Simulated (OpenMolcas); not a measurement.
Au3+ among 3 point charges of -3 e arranged as a planar triangle (D3h).

* Program: OpenMolcas
* Method: SS-CASPT2, IPEA 0.25 Eh, imaginary shift 0.1 Eh (closed shells correlated: 4f 5s 5p)
* Basis: ANO-RCC-VDZP [7s6p4d2f]
* Scalar Hamiltonian: DKH2, point nucleus
* Active space: 8 electrons in 5 orbitals (5d)
* State averaging: 2S+1 = 3 even, 10 roots; 2S+1 = 1 even, 15 roots
* Spin-orbit coupling: RASSI with atomic mean-field integrals over the reference wave functions

All point charges move together. At R = 2.04 Å the first state of the same spin is 8190 cm-1, and at R = 2.16 Å it is 5700 cm-1.

Task: A third run gives 2470 cm-1. What distance was it run at?

Result: With a power law R^-n the two known points give n = -ln(5700 / 8190) / ln(2.16 / 2.04) = 6.34. Then R = 2.04 × (8190 / 2470)^(1/6.34) = 2.465 Å. The run was at 2.38 Å, so the estimate is off by +0.085 Å.

Roots that are degenerate in the reference are averaged as groups; the widest CASPT2 spread within a group is 73 cm-1 (the 2-fold group of multiplicity 3 near 7450 cm-1 above the lowest state of its run, R = 2.38). Shifts and gaps below about the spread of the groups concerned are not significant. Real 4d8 and 5d8 ions are as a rule square planar and diamagnetic. Free-ion shares, where given, are those of the reference states; single-state CASPT2 does not remix them. Point charges carry no covalency, so the field is a model and not that of real ligands. No measured value stands beside these numbers.
